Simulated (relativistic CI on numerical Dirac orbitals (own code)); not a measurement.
Spin-allowed bands of a d3 ion in an octahedral site, by hand

Problem. A d3 ion in an octahedral site has a 4A2 ground term and spin-allowed bands at ν1 = 21000 and ν2 = 27589 cm⁻¹ (from a computed ligand-field model). Find Δ and the Racah parameter B, and predict the third band.

Working.
1. The F term splits into A2 (−1.2Δ), T2 (−0.2Δ) and T1 (+0.6Δ), so ν1 = E(T2) − E(A2) = Δ = 21000 cm⁻¹.
2. T1(F) mixes with T1(P), which lies at 15B, through an element 0.4Δ. The two roots, counted from A2, are ν2,3 = ½(15B + 3Δ) ∓ ½√[(15B − Δ)² + 12BΔ].
3. Solving the lower root for B gives B = (2ν1² + ν2² − 3ν1ν2)/(15ν2 − 27ν1) = -94954079/-153165 = 620 cm⁻¹.
4. The sum of the roots is 15B + 3Δ, so ν3 = 15B + 3ν1 − ν2 = 44710 cm⁻¹ (224 nm).

Check. The bands were computed by exact diagonalisation of the d3 shell with B = 620 and Δ = 21000 cm⁻¹, which gives ν3 = 44711 cm⁻¹. C does not enter the terms of highest spin.
